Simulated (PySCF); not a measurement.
A structure optimised at B3LYP-D3(BJ)/def2-SVP, used in a PySCF frequency run:

```xyz
11

In     0.0701     0.1878     0.0744
Cl    -0.3956    -1.0521     2.0329
C      0.8236     2.2138     0.0828
H      1.0387     2.5379    -0.9437
H      1.7372     2.2398     0.6920
H      0.0611     2.8626     0.5351
O     -0.3437    -0.9584    -1.5176
C     -0.2053    -0.5443    -2.8501
H      0.4510    -1.2416    -3.4063
H     -1.1861    -0.5383    -3.3649
H      0.2282     0.4711    -2.9743
```

### Question
Write its SMILES and formula.

### Answer
C[O][In]([CH3])[Cl], C₂H₆ClInO

### Question
What are its rotational constants (standard atomic weights)?

### Answer
3.1536, 1.5695, 1.0622 GHz
